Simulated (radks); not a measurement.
Question: Fe+, configuration [Ar] 3d5 4s2 (not the ground configuration). All-electron calculation, non-relativistic Kohn-Sham, PBEsol, spin-polarised, spherical densities, point nucleus; open shells are filled with parallel spins first. Program: a radial shooting solver on a logarithmic mesh with Libxc functionals. Some entries of the table are withheld. Estimate them.

| orbital | occ. | eigenvalue (hartree) | r(max) (bohr) |
|---|---|---|---|
| 1s up | 1 | -255.0624 | 0.03898 |
| 1s down | 1 | -255.0622 | 0.03898 |
| 2s up | 1 | -30.20303 | 0.2255 |
| 2s down | 1 | -30.10211 | 0.2253 |
| 2p up | 3 | -26.14236 | 0.1812 |
| 2p down | 3 | -26.06678 | 0.1809 |
| 3s up | 1 | (1) | 0.7063 |
| 3s down | 1 | (2) | 0.7077 |
| 3p up | 3 | (3) | 0.7127 |
| 3p down | 3 | (4) | 0.7150 |
| 3d up | 5 | -0.87331 | 0.6912 |
| 3d down | 0 | -0.67945 | 0.7031 |
| 4s up | 1 | -0.52843 | 2.175 |
| 4s down | 1 | -0.48648 | 2.295 |

Answer: 
(1) 3s up eigenvalue (hartree): -3.99708
(2) 3s down eigenvalue (hartree): -3.78467
(3) 3p up eigenvalue (hartree): -2.80717
(4) 3p down eigenvalue (hartree): -2.59818
